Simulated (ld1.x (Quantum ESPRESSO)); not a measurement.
# Reading a pseudo-wave (O)

Columns: radius, all-electron u(r) and pseudo u(r) of the 2s shell (level -23.96 eV) of oxygen in the configuration [He] 2s2 2p4; PBE, scalar-relativistic, RRKJ scheme, ld1.x (Quantum ESPRESSO) 7.5.

| r (bohr) | all-electron | pseudo |
| --- | --- | --- |
| 0.060 | 0.3668 | -0.0550 |
| 0.120 | 0.4133 | -0.1125 |
| 0.180 | 0.3011 | -0.1752 |
| 0.240 | 0.1200 | -0.2454 |
| 0.300 | -0.0805 | -0.3254 |
| 0.360 | -0.2736 | -0.4159 |
| 0.420 | -0.4461 | -0.5154 |
| 0.480 | -0.5927 | -0.6189 |
| 0.540 | -0.7120 | -0.7186 |
| 0.600 | -0.8047 | -0.8055 |
| 0.660 | -0.8731 | -0.8732 |
| 0.720 | -0.9201 | -0.9201 |
| 0.780 | -0.9485 | -0.9485 |
| 0.840 | -0.9614 | -0.9614 |
| 0.900 | -0.9617 | -0.9617 |
| 0.960 | -0.9518 | -0.9518 |
| 1.020 | -0.9337 | -0.9337 |
| 1.080 | -0.9093 | -0.9093 |
| 1.140 | -0.8803 | -0.8803 |
| 1.200 | -0.8479 | -0.8479 |
| 1.260 | -0.8132 | -0.8132 |
| 1.320 | -0.7769 | -0.7769 |
| 1.380 | -0.7400 | -0.7400 |
| 1.440 | -0.7028 | -0.7028 |
| 1.500 | -0.6658 | -0.6658 |
| 1.560 | -0.6295 | -0.6295 |

Q: How many radial nodes do the two functions have?

A: The all-electron 2s function has n − l − 1 = 1; the pseudo-wave has 0, since the states of the same l below it are removed with the core.

Q: At about which radius was the pseudo-wave matched?

A: 0.70 bohr, where the columns begin to agree (steps of 0.06 bohr).

Q: Is the pseudo-wave norm-conserving?

A: Yes: the RRKJ scheme keeps the norm inside the radius equal to the all-electron one, which fixes the energy derivative of the logarithmic derivative at the level.
